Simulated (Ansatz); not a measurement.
Program: Ansatz. Geometries: PBE0-D4/def2-TZVP. ΔE: electronic, gas phase. CCSD(T)/CBS is the MP2 limit (def2-TZVPP, def2-QZVPP) plus CCSD(T) − MP2 in def2-TZVPP, frozen cores. This one scheme is used for every species. DFT in def2-TZVPP. HSE06 is defined as in plane-wave codes. For Ga outer-core shells are correlated without core-valence functions, which leaves a few kJ/mol of doubt a bond. Scalar relativity is left out up to krypton. One conformer a species, not always the lowest.

Reaction (β-hydride elimination): `CC[SiH2][GaH2]` → `[SiH3][GaH2]` + `C=C`

| level | ΔE (kcal/mol) |
| --- | --- |
| r2SCAN | 33.5 |
| r2SCANh | 34.2 |
| HSE06 | 34.2 |
| HF/def2-QZVPP | 23.9 |

Question: What does CCSD(T)/CBS give? (An estimate is asked.)

Answer: Computed: +32.2 kcal/mol. The listed levels differ from it by 1.3, 2.0, 2.0, -8.3 kcal/mol.

Largest T1 diagnostic among the species: 0.013.

The D4 term adds +4.1 kcal/mol with B3LYP and +2.3 kcal/mol with PBE0; it sums over pairs of atoms, weighted by their polarisabilities, and B3LYP, whose exchange is more repulsive, gets the larger term. From PBE to PBE0 (25 % exact exchange), in def2-TZVPP and without D4, ΔE moves by +2.5 kcal/mol. At CCSD(T), def2-SVP lies −1.6 kcal/mol from the extrapolated value and def2-TZVPP −0.7 kcal/mol.

CCSD(T)/CBS has its own doubt, a few kJ/mol and more with outer-core shells, so smaller differences from it don't rank the levels.

B3LYP here is the variant with VWN-RPA as its local correlation; programs differ in this.
